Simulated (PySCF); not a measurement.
C11H14.
SMILES with atom numbers: `[CH3:1][CH2:2][CH2:3][C@@:4]12[CH:5]=[CH:6][C@@H:7]([CH:8]=[CH:9]1)[CH:10]=[CH:11]2` (hydrogens: H12, H13, H14 on C1; H15, H16 on C2; H17, H18 on C3; H19 on C5; H20 on C6; H21 on C7; H22 on C8; H23 on C9; H24 on C10; H25 on C11)

Computed with PBE0-D3(BJ)/def2-SVP geometry optimisation, gas phase in PySCF 2.14.0.

Problem. What internal coordinates does the optimisation give?

Solution. 
```json
{"bond": "C1–C2", "length (Å)": "1.520", "order": "single"}
{"bond": "C2–C3", "length (Å)": "1.523", "order": "single"}
{"bond": "C3–C4", "length (Å)": "1.525", "order": "single"}
{"bond": "C4–C5, C4–C9, C4–C11", "length (Å)": "1.537", "order": "single"}
{"bond": "C5=C6, C8=C9, C10=C11", "length (Å)": "1.331", "order": "double"}
{"bond": "C6–C7, C7–C8, C7–C10", "length (Å)": "1.531", "order": "single"}
{"bond": "C1–H12, C1–H13, C1–H14", "length (Å)": "1.101", "order": "single"}
{"bond": "C2–H15, C2–H16", "length (Å)": "1.103", "order": "single"}
{"bond": "C3–H17, C3–H18", "length (Å)": "1.104", "order": "single"}
{"bond": "C5–H19, C9–H23, C11–H25", "length (Å)": "1.092", "order": "single"}
{"bond": "C6–H20, C8–H22, C10–H24", "length (Å)": "1.091", "order": "single"}
{"bond": "C7–H21", "length (Å)": "1.096", "order": "single"}
```

Bonds in one row agree within 0.01 Å and their mean is given. Orders are formal, as drawn. A selection of angles:
```json
{"angle": "C2–C1–H12", "degrees": "111.3"}
{"angle": "H12–C1–H13", "degrees": "107.6"}
{"angle": "C1–C2–C3", "degrees": "112.8"}
{"angle": "C1–C2–H15", "degrees": "109.6"}
{"angle": "C3–C2–H15", "degrees": "109.6"}
{"angle": "H15–C2–H16", "degrees": "105.4"}
{"angle": "C2–C3–C4", "degrees": "115.3"}
{"angle": "C2–C3–H17", "degrees": "109.3"}
{"angle": "C4–C3–H17", "degrees": "108.4"}
{"angle": "H17–C3–H18", "degrees": "105.8"}
{"angle": "C3–C4–C5", "degrees": "114.5"}
{"angle": "C5–C4–C9", "degrees": "105.0"}
{"angle": "C5–C4–C11", "degrees": "104.5"}
{"angle": "C4–C5–C6", "degrees": "114.0"}
{"angle": "C4–C5–H19", "degrees": "120.8"}
{"angle": "C6–C5–H19", "degrees": "125.2"}
{"angle": "C5–C6–C7", "degrees": "113.1"}
{"angle": "C5–C6–H20", "degrees": "125.5"}
{"angle": "C7–C6–H20", "degrees": "121.4"}
{"angle": "C6–C7–C8", "degrees": "105.8"}
{"angle": "C6–C7–H21", "degrees": "113.1"}
{"angle": "C4–C11–H25", "degrees": "120.2"}
```

Dihedral angles: C1–C2–C3–C4 180° (antiperiplanar); C2–C3–C4–C5 -61° (synclinal); C3–C4–C5–C6 -179° (antiperiplanar); C4–C5–C6–C7 0° (synperiplanar); C5–C6–C7–C8 -56° (synclinal); C6–C7–C8–C9 56° (synclinal); C7–C8–C9–C4 0° (synperiplanar); C6–C7–C10–C11 -56° (synclinal); C7–C10–C11–C4 0° (synperiplanar); C3–C4–C9–C8 179° (antiperiplanar); C3–C4–C11–C10 180° (antiperiplanar).

The 6-membered ring C4–C9–C8–C7–C10–C11 has internal angles of 104.5° to 114.2°; it is puckered, 0.33 Å rms from its mean plane, widest ring torsion 56°. Of the pairs four or more bonds apart, H15···H19 is among the closest relative to their van der Waals radii: 2.31 Å, 96 % of the sum of Bondi's values. The 6-membered ring C4–C5–C6–C7–C8–C9 has internal angles of 105.0° to 114.0° (sum 665°, against 720° for a flat polygon); it is puckered, 0.33 Å rms from its mean plane, widest ring torsion 56°. The C–C distances run from 1.330 Å (C10=C11, drawn double) to 1.538 Å (C4–C11, drawn single), a spread of 0.208 Å. The 6-membered ring C4–C5–C6–C7–C10–C11 has internal angles of 104.5° to 114.2° (sum 664°, against 720° for a flat polygon); it is puckered, 0.33 Å rms from its mean plane, widest ring torsion 56°.

Point group: Cs (every atom within 0.08 Å of its image). Whether it is a minimum is left open (no frequencies). The numbers are those of one conformer.
